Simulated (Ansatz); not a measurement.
Consider the ligand exchange at a Ge–O bond: `[GeH3][O][GeH3]` + `CNBF` → `C[N]([GeH3])BF` + `[OH][GeH3]`.

Computed with Ansatz on PBE0-D4/def2-TZVP structures; ΔE is electronic, products minus reactants. CCSD(T)/CBS is the MP2 limit (def2-TZVPP, def2-QZVPP) plus CCSD(T) − MP2 in def2-TZVPP, frozen cores. This one scheme is used for every species. DFT in def2-TZVPP. For Ge outer-core shells are correlated without core-valence functions, which leaves a few kJ/mol of doubt a bond. Scalar relativity is left out up to krypton. One conformer a species, not always the lowest.

(1) Is it downhill or uphill in electronic energy at CCSD(T)/CBS, and by how much? (Estimate.)

(2) What do these levels give: PBE-D4, BLYP-D4, PBE-QIDH, BHLYP, CAM-B3LYP, RPA@PBE/def2-TZVPP, MP2/def2-SVP, SCS-MP2/def2-TZVPP, CCSD/def2-TZVPP, MP2/def2-QZVPP, HF/CBS(def2), CCSD/CBS(def2)? (An estimate is asked.)

Largest T1 diagnostic among the species: 0.012.

## Answers

(1) The calculation gave: Uphill: ΔE = +6.8 kcal/mol.

(2) Ansatz gave: PBE-D4 6.8, BLYP-D4 7.7, PBE-QIDH 7.5, BHLYP 9.6, CAM-B3LYP 9.0, RPA@PBE/def2-TZVPP 6.7, MP2/def2-SVP 9.5, SCS-MP2/def2-TZVPP 7.6, CCSD/def2-TZVPP 7.3, MP2/def2-QZVPP 6.6, HF/CBS(def2) 11.7, CCSD/CBS(def2) 7.3 kcal/mol.

The D4 term adds −1.1 kcal/mol with B3LYP and −0.6 kcal/mol with PBE0; it sums over pairs of atoms, weighted by their polarisabilities, and B3LYP, whose exchange is more repulsive, gets the larger term. At CCSD(T), def2-SVP lies +2.8 kcal/mol from the extrapolated value and def2-TZVPP +0.0 kcal/mol. In def2-TZVPP, CCSD(T) changes the Hartree–Fock value by −4.5 kcal/mol (the triples alone add −0.5 kcal/mol) and MP2 by −4.8 kcal/mol.

B3LYP here is the variant with VWN-RPA as its local correlation; programs differ in this.
